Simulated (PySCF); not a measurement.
## Two-component Hartree-Fock for Os³⁺ (osmium, charge +3)

Start: [Xe] 4f14 5d4 6p1; 5d5/2 filled at m_j = -1/2, +1/2, +3/2, +5/2; 6p3/2 filled at m_j = +3/2. Calculated with PySCF 2.14 in x2c-TZVPall-2c with one added diffuse shell each of s, p, d type (12s12p11d2f, 117 functions): generalised Hartree-Fock with the X2C-1e Hamiltonian and a Gaussian nucleus; spin-orbit coupling (SO) screened by Boettger's factors. This is a chosen level, not necessarily the ground level.

```csv
spinor shell,electrons,"ε, screened SO (eV)",weight of nominal j (screened SO),"rms radius, screened SO (bohr)"
1s1/2,2,-74291.4,1.000,0.0201
2s1/2,2,-13111.7,1.000,0.0809
2p1/2,2,-12532.7,1.000,0.0687
2p3/2,4,-10995.8,1.000,0.0764
3s1/2,2,-3143.6,1.000,0.207
3p1/2,2,-2885.3,1.000,0.198
3p3/2,4,-2544.7,1.000,0.214
3d3/2,4,-2117.0,1.000,0.188
3d5/2,6,-2043.7,1.000,0.193
4s1/2,2,-726.30,1.000,0.459
4p1/2,2,-616.67,1.000,0.466
4p3/2,4,-535.74,1.000,0.499
4d3/2,4,-355.43,0.999,0.519
4d5/2,6,-339.92,0.999,0.531
5s1/2,2,-143.83,1.000,1.07
4f5/2,6,-109.23,0.976,0.615
5p1/2,2,-107.68,0.922,1.16
4f7/2,8,-106.34,0.988,0.609
5p3/2,4,-93.018,0.974,1.25
5d5/2,4,-47.021,0.554,1.66
6p3/2,1,-26.607,1.000,3.18
```

| quantity | screened SO |
| --- | --- |
| E (hartree) | -17261.39926 |
| M_J | 11/2 |
| ⟨J²⟩ | 35.776 |
| ⟨L²⟩ | 13.212 |
| ⟨S²⟩ | 8.257 |

Each row is a mean over spinors that exchange with the open shell spreads, by up to 8.918 eV (5p3/2).

Rows whose weight is well below 1 are mixtures of j = l ± 1/2: exchange outweighs spin-orbit coupling there, and the label is only the starting occupation.

Breit and QED terms are absent; they matter most for the inner s and p1/2 levels.

Densities and radii are taken from the X2C orbitals without a picture-change correction, which distorts them close to the nucleus.
